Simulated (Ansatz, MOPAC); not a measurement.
Species: Cu2, charge 0, multiplicity 1. SMILES: [Cu][Cu]

Atoms: Cu1, Cu2. Bonds: Cu1-Cu2.

Bond lengths (Å) and angles (degrees) optimised at PM6 with MOPAC; PBE/LANL2DZ with Ansatz (a quantum-chemistry and plane-wave program); B3LYP/LANL2DZ with Ansatz; MP2/LANL2DZ with Ansatz, each started from the B3LYP-D3(BJ)/def2-TZVP structure (Ansatz) of the last column. A row stands for all coordinates that are equal there.

| coordinate | PM6 | PBE/LANL2DZ | B3LYP/LANL2DZ | MP2/LANL2DZ | B3LYP-D3(BJ)/def2-TZVP |
|---|---|---|---|---|---|
| Cu1-Cu2 | 2.264 | 2.242 | 2.261 | 2.338 | 2.291 |

Mean signed difference of all 1 bond lengths from B3LYP-D3(BJ)/def2-TZVP: PM6 -0.027 Å, PBE/LANL2DZ -0.049 Å, B3LYP/LANL2DZ -0.031 Å, MP2/LANL2DZ 0.046 Å.
